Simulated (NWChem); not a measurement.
# CH$_{4}$GeO$_{2}$; SMILES O=[C](O)[GeH3]

```xyz
8

O      1.1273    -1.6968     0.0000
C      0.1130    -1.0400    -0.0003
O     -1.1239    -1.5986     0.0000
Ge     0.0103     0.9634     0.0000
H     -0.9927    -2.5703     0.0007
H     -0.7608     1.4262    -1.2540
H      1.4548     1.4936    -0.0140
H     -0.7353     1.4251     1.2698
```
Atoms are numbered in this order, from 1.

Program: NWChem. Medium grid unless said otherwise, to which SCAN and Minnesota functionals are sensitive. All runs use the structure optimised with B3LYP/6-31G* (spherical d). Hybrids' shares of exact exchange are those that their runs print; pure functionals count as 0. The functionals differ in more than this share.

```
row               share of exact exchange  orbital gap (eV)
----------------  -----------------------  ----------------
PBE/def2-TZVP                        0.00              4.70
r2SCAN/def2-TZVP                     0.00              5.19
B3LYP/def2-TZVP                      0.20              6.76
PBE0/def2-TZVP                       0.25              7.24
M06-2X/def2-TZVP                     0.54          withheld
```

Fit a straight line of the last column on the one before it, predict the withheld value, and compare with the run.


1. Means of the 4 shown rows: x = 0.113, y = 5.973. Slope Σ(x − x̄)(y − ȳ)/Σ(x − x̄)² = 0.4744/0.05188 = 9.145; intercept 4.944.
2. The shown rows scatter about the line by 0.173 (root mean square); the largest residual is +0.25, at r2SCAN/def2-TZVP.
3. At x = 0.54 (M06-2X/def2-TZVP; beyond the shown range) the line gives 9.88.
4. The run gives 9.69, -0.19 from the line, 1.1 times the scatter.
